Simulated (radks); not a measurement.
Dipole-allowed excitations along the series with 4 electrons in [He] 2s2. Method: scalar-relativistic Kohn-Sham, exchange-only LDA, spin-unpolarised, spherical densities, finite nucleus; Fermi nuclear charge, rms radius of each element as measured or else 0.836 A^(1/3) + 0.57 fm; computed with a radial shooting solver on a logarithmic mesh with Libxc functionals. Time-dependent linear response with the Hartree and adiabatic exchange-only LDA kernel, continuum included through the Sternheimer equations, no spin-orbit coupling, so fine structure and intercombination lines are absent. Lines are the poles of the dipole polarisability below minus the highest occupied eigenvalue, found on a grid refined at the orbital gaps; the lowest seven at most are given, and weak or close lines can be missed. The first line takes the name of the lowest orbital gap if no other gap lies below it; otherwise a line is named after a gap within 0.6 % of it, if that gap stands alone.

| species | -e(HOMO) (eV) | lowest orbital gap (eV) | first line (eV) | f | strongest line (eV) | its f | static alpha (bohr^3) | measured (eV) |
|---|---|---|---|---|---|---|---|---|
| B+ | 18.155 | 2s-2p 5.924 | 8.521 (2s-2p) | 0.997 | the first | 0.997 | 10.94 | 2s-2p 9.100 |
| C2+ | 38.719 | 2s-2p 8.326 | 11.876 (2s-2p) | 0.736 | the first | 0.736 | 4.254 | - |
| N3+ | 66.193 | 2s-2p 10.684 | 15.109 (2s-2p) | 0.585 | the first | 0.585 | 2.094 | - |
| O4+ | 100.54 | 2s-2p 13.029 | 18.300 (2s-2p) | 0.487 | the first | 0.487 | 1.184 | - |
| F5+ | 141.74 | 2s-2p 15.377 | 21.480 (2s-2p) | 0.418 | 93.869 (2s-3p) | 0.443 | 0.7339 | - |

Measured values: term averages from the NIST Handbook of Basic Atomic Spectroscopic Data.
